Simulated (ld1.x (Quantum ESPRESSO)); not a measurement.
# Pseudopotential generation for Rh: TM, LDA (PZ), scalar-relativistic.

- Element: Rh (Z = 45)
- Generator: ld1.x (Quantum ESPRESSO) 7.5
- Type: norm-conserving Troullier–Martins (Kleinman–Bylander form)
- Functional: LDA (PZ)
- Relativity: scalar-relativistic
- Frozen core: [Kr]
- Valence charge: 9
- Reference configuration: 4d8 5s1 5p0
- Partial waves: 5p (bound, empty): rc 3.30 bohr; 4d (bound): rc 2.10 bohr; 5s (bound): rc 2.00 bohr
- Local potential: the s channel
- Core correction: none

Poles of the logarithmic derivatives, all-electron (AE) and pseudo (PS). s: poles at 0.3, 4.3 (AE) and 0.3, 2.8 (PS) Ry. p: poles at 1.0 (AE) and 1.0, 4.9 (PS) Ry. d: poles at -0.4, 2.4 (AE) and -0.4, 2.7 (PS) Ry. Test radius 3.62 bohr.

- Cutoffs needed: 45 Ry and 70 Ry (the cutoffs (Ry, on a coarse ladder) from which the occupation-weighted sum of valence levels, in a spherical-Bessel basis at the reference potential, stays within 10 and 1 mRy of its value at 400 Ry)
- Ghost test: no extra level below or beside the all-electron valence levels (p, d, s, f tested) (spherical-Bessel basis up to 400 Ry, 20 bohr box)
- Largest excitation error: -389 meV (all-electron minus pseudo) for 4d6 5s0 5p0, out of 7 test configurations
